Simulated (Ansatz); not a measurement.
Reaction (ligand exchange at the Si–Se bond): `[SiH3]N[SiH2][SeH]` + HCl → `[SiH3]N[SiH2]Cl` + H₂Se

Gas-phase electronic energies from Ansatz, PBE0-D4/def2-TZVP geometries. CCSD(T)/CBS adds triple-zeta CCSD(T) − MP2 to the extrapolated MP2 energy (def2 sets, frozen cores). This one scheme is used for every species. DFT in def2-TZVPP. B3LYP here is the variant with VWN-RPA as its local correlation; programs differ in this. For Se outer-core shells are correlated without core-valence functions, which leaves a few kJ/mol of doubt a bond. Scalar relativity is left out up to krypton. Each species was taken in one conformer, which may not be the lowest.

```csv
level,ΔE (kJ/mol),difference from CCSD(T)/CBS
PBE-D4,-35.5,3.0
r2SCAN-D4,-41.0,-2.5
PBE0-D4,-37.0,1.5
B3LYP-D4,-41.2,-2.7
ωB97X-V,-43.2,-4.7
ωB97M-V,-43.4,-4.9
B2PLYP,-44.4,-5.9
PBE,-38.7,-0.2
r2SCAN,-41.8,-3.3
PBE0,-39.9,-1.4
B3LYP,-46.5,-8.0
HF/def2-TZVPP,-52.6,-14.1
MP2/def2-TZVPP,-39.0,-0.5
SCS-MP2/def2-TZVPP,-41.8,-3.3
CCSD/def2-TZVPP,-41.3,-2.8
CCSD(T)/def2-TZVPP,-39.6,-1.1
HF/def2-QZVPP,-53.2,-14.7
MP2/def2-QZVPP,-38.5,0.0
SCS-MP2/def2-QZVPP,-41.8,-3.3
HF/CBS(def2),-53.3,-14.8
MP2/CBS(def2),-37.8,0.7
CCSD/CBS(def2),-40.1,-1.6
CCSD(T)/CBS,-38.5,0
```

Largest T1 diagnostic among the species: 0.010.

In def2-TZVPP, CCSD(T) changes the Hartree–Fock value by +13.0 kJ/mol (the triples alone add +1.7 kJ/mol) and MP2 by +13.6 kJ/mol. The D4 term adds +5.3 kJ/mol with B3LYP and +2.9 kJ/mol with PBE0; it sums over pairs of atoms, weighted by their polarisabilities, and B3LYP, whose exchange is more repulsive, gets the larger term.
